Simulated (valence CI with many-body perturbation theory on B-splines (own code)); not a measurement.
**W LIV: key properties**

Calculated by relativistic CI+MBPT: three valence electrons over a frozen Dirac-Fock core [Ar], a basis of 9 s, 9 p, 10 d, 8 f, 5 g, 3 h, 1 i functions for each j, with the one-electron correlation potential Σ1, the two-electron term Σ2, the three-electron term Σ3, Breit, model QED; selected CI, second order for the rest (own B-spline code, finite nucleus).

The last digits are not significant, and no measured levels were compared; by estimate large intervals hold to a few tenths of a per cent, small ones and those within an open d or f shell to about a per cent. The list stops below the first excitations out of the core. Only levels of the ground parity were solved; by the run's estimate the other parity begins above the list, which can be wrong where configurations are misplaced.

Levels are named by their leading jj configuration (3d3/2^4 stands for four electrons in 3d with j = 3/2), which in mixed levels can hold well under half, so a name can repeat and another be missing.

Rates and lifetimes use the calculated energies. Strong lines usually hold to 10 to 20 %, long lifetimes can be off by a factor of two.

Task: What is the ground level?

Result: (3d3/2^3) J=3/2, composition 44 % 3d³ ⁴F + 40 % 3d³ ²D + 11 % 3d³ ²P, g = 0.720.

Task: What is the ionisation energy?

Result: 5056.6 eV; NIST lists 5063 ± 4 eV (semi-empirical).

Task: How well does LS coupling describe the low levels?

Result: Among the lowest 17 levels the leading LS term, summed over configurations, holds 57 % on average. For single configurations the figures are 57 % in LS and 98 % in jj coupling. Terms mix most in the J = 3/2 level at 71.93 eV, where the leading one holds 38 %.
